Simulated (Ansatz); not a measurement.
Reaction (ligand exchange at the Si–F bond): `F[Si]Br` + `[SiH3]N[SiH3]` → `[SiH3]N([SiH3])[Si]Br` + H–F

Isolated molecules relaxed with PBE0-D4/def2-TZVP in Ansatz; ΔE leaves out vibrations. CBS: MP2 limit from def2 TZ/QZ plus the TZ coupled-cluster correction, frozen cores. This one scheme is used for every species. Functionals use def2-TZVPP. B3LYP here is the variant with VWN-RPA as its local correlation; programs differ in this. For Br outer-core shells are correlated without core-valence functions, which leaves a few kJ/mol of doubt a bond. Scalar relativity is left out up to krypton. Each species was taken in one conformer, which may not be the lowest.

CCSD(T)/CBS gives +0.50 eV.

(1) Another level gave +0.57 eV. Which?
A. r2SCAN0-D4/def2-TZVPP
B. MP2/def2-TZVPP
C. B3LYP/def2-TZVPP
D. LC-ωPBE/def2-TZVPP

Largest T1 diagnostic among the species: 0.012.

## Answers

(1) A. r2SCAN0-D4 0.57, B3LYP 0.84, MP2/def2-TZVPP 0.44, LC-ωPBE 0.69 eV.

From BLYP to BHLYP (50 % exact exchange), in def2-TZVPP and without D4, ΔE moves by −0.06 eV. In def2-TZVPP, CCSD(T) changes the Hartree–Fock value by −0.39 eV (the triples alone add −0.07 eV) and MP2 by −0.47 eV.
